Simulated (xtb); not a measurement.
Sn(H)(Cl)2(OMe) (CH₄Cl₂OSn), SMILES [SnH]([O]C)([Cl])[Cl]. All values are semi-empirical tight-binding results from xtb (GFN2-xTB unless named), good for trends rather than for accurate numbers. The structure is a stationary point at GFN2-xTB. The values are those of a single conformer.

For metal compounds this method's bond lengths and energies can be far off.

Computed properties:
orbital gap: 3.18 eV
zero-point energy: 29.1 kcal/mol
G − E(el) at 298.15 K (modified RRHO): 6.5 kcal/mol
